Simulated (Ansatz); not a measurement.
Harmonic frequencies (cm⁻¹) at PBE0-D4/def2-TZVP from Ansatz: 67, 164, 301, 462, 476, 499, 592, 766, 825, 1016, 1017, 1090, 1167, 1258, 1368, 1464, 1527, 1997, 3031, 3076, 3126.

Each molecule was computed in one conformer, which needn't be the lowest.

Task: Which molecule is it?
A. `[CH3][Zn][SiH2]Cl`
B. `FC[C]1=[CH][AlH]1`
C. `F[C]1=C[CH2][AlH]1`
D. `[CH3][Al]1[CH]=[C]1F`

Result: B.
